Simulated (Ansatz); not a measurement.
Born–Oppenheimer molecular dynamics of BBrFH₄NO (9 atoms, charge 0, multiplicity 1). It starts at the highest image of a converged band, a first-order saddle point between two minima.

Theory: RKS PBE-D4/def2-SVP in Ansatz 0.2.0.

```yaml
ensemble: NVE (velocity Verlet)
time_step: 0.5 fs
steps_asked: 200
starting_velocities_drawn_for: 100 K
seed: 6144
```

First frame:

```xyz
9
Properties=species:S:1:pos:R:3
B 0.013 -0.150 0.178
N 0.067 0.047 1.728
H -0.571 -0.574 2.248
H 1.017 -0.006 2.122
F 1.200 -0.421 -0.362
O -1.153 -0.405 -0.447
H -1.783 0.324 -0.235
Br -0.746 2.556 0.489
H -0.295 1.115 1.725
```

(1) What does the run give?

(2) What happens to the structure?

(3) How do temperature and energy run in time?

Answers

(1) All steps were run.

```json
{
  "steps done": "200",
  "time covered": "100 fs",
  "mean temperature over the second half": "414 K",
  "spread of the potential energy over the second half": "19.4 meV per atom",
  "mean potential energy of the second half above the start": "-31.5 meV per atom"
}
```

The conserved energy stayed within 0.063 meV per atom of its start (net change -0.018 meV per atom), so the integration is sound. The kinetic energy rose, since the run started high on the potential surface and went downhill. A run of 0.1 ps of so small a system gives no equilibrium averages. The orbitals stay closed-shell, which can raise the energy where a bond breaks towards radicals; this wasn't checked here.

(2) Between its relaxed ends the band would form B1–Br8, N2–H9 and break Br8–H9. These pairs go: B1–Br8 2.83 → 1.96 Å, N2–H9 1.13 → 1.01 Å, Br8–H9 1.95 → 2.88 Å. In the last frame they stand as after the step (other bonds may differ from the relaxed reactants and products). It ends as one piece, BBrFH4NO. Pairs count as bonded within 1.25 times the sum of covalent radii (0.12 Å more for H–H). Another seed would give other details.

(3) 
```csv
time (fs),T (K),potential energy less start (eV),conserved less start (meV/atom)
0,100,0.000,0.00
8,58,0.038,0.03
16,67,0.030,0.03
24,68,0.029,0.01
32,67,0.030,0.02
40,103,-0.002,0.02
48,110,-0.009,0.01
56,160,-0.054,0.04
64,254,-0.139,-0.01
72,337,-0.214,0.06
80,536,-0.395,-0.02
88,615,-0.466,0.03
96,646,-0.494,0.04
```

Time of the run: 5.2 min on 2 threads of Arm Neoverse V2 (shared host), peak memory 0.15 GiB.
